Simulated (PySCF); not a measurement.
Si(H)(Me)2(PH2) (C₂H₉PSi), SMILES C[SiH](P)C.

Coordinates come from a PBE0-D3(BJ)/def2-SVP optimisation. The values are those of a single conformer.

Two levels are set side by side: TDDFT-PBE/def2-SVPD (PySCF) and TDDFT-PBE0/def2-SVPD (PySCF). Vertical, same geometry. The lowest singlet is HOMO→LUMO 94 % with PBE and HOMO→LUMO 72 %, HOMO→LUMO+1 22 % with the other functional; states are paired by order. Differences are taken from unrounded values.

| quantity | TDDFT-PBE |
|---|---|
| lowest singlet excitation (eV) | 5.82 |
| lowest triplet excitation (TDA) (eV) | 5.36 |
| first bright state (f over 0.05) (eV) | 6.66 |
| its oscillator strength | 0.06 |

These are the TDDFT-PBE values. What does TDDFT-PBE0 give? (Estimate from the structure and the level; the computed values follow.)


```json
[
 {"quantity": "lowest singlet excitation (eV)", "TDDFT-PBE0": "6.33", "TDDFT-PBE minus TDDFT-PBE0": "-0.52"},
 {"quantity": "lowest triplet excitation (TDA) (eV)", "TDDFT-PBE0": "5.55", "TDDFT-PBE minus TDDFT-PBE0": "-0.20"},
 {"quantity": "first bright state (f over 0.05) (eV)", "TDDFT-PBE0": "7.13", "TDDFT-PBE minus TDDFT-PBE0": "-0.47"},
 {"quantity": "its oscillator strength", "TDDFT-PBE0": "0.15", "TDDFT-PBE minus TDDFT-PBE0": "-0.10"}
]
```

A lower first singlet is the usual sign of a functional without exact exchange. Differences between two approximate levels are no errors against the true value.

Rough cost on one machine, each run with all the roots and properties that it gave: TDDFT-PBE0 against TDDFT-PBE about 3 times.
